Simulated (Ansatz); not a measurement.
Computed with Ansatz on PBE0-D4/def2-TZVP structures; ΔE is electronic, products minus reactants. CBS: MP2 limit from def2 TZ/QZ plus the TZ coupled-cluster correction, frozen cores. This one scheme is used for every species. DFT in def2-TZVPP. For Ge outer-core shells are correlated without core-valence functions, which leaves a few kJ/mol of doubt a bond. Scalar relativity is left out up to krypton. One conformer a species, not always the lowest.

`B[CH](O)[GeH3]` + H₂ → `B[CH2][GeH3]` + H₂O  (hydrogenolysis of a C–O bond)

Is it downhill or uphill in electronic energy at CCSD(T)/CBS, and by how much? (Best estimate.)

The calculation gave: Downhill: ΔE = -1.40 eV.

What do these levels give: r2SCANh-D4, BHLYP-D4, CAM-B3LYP-D4, B2PLYP, PBE, revPBE, r2SCAN, BHLYP, CAM-B3LYP, CCSD(T)/def2-SVP, CCSD/def2-TZVPP, MP2/CBS(def2)? (An estimate is asked.)

Computed: r2SCANh-D4 -1.25, BHLYP-D4 -1.43, CAM-B3LYP-D4 -1.33, B2PLYP -1.36, PBE -1.13, revPBE -1.19, r2SCAN -1.21, BHLYP -1.48, CAM-B3LYP -1.36, CCSD(T)/def2-SVP -1.28, CCSD/def2-TZVPP -1.46, MP2/CBS(def2) -1.43 eV.

Largest T1 diagnostic among the species: 0.013.

From BLYP to BHLYP (50 % exact exchange), in def2-TZVPP and without D4, ΔE moves by −0.26 eV. The D4 term adds +0.06 eV with B3LYP and +0.03 eV with PBE0; it sums over pairs of atoms, weighted by their polarisabilities, and B3LYP, whose exchange is more repulsive, gets the larger term. At CCSD(T), def2-SVP lies +0.12 eV from the extrapolated value and def2-TZVPP +0.03 eV.

B3LYP here is the variant with VWN-RPA as its local correlation; programs differ in this.
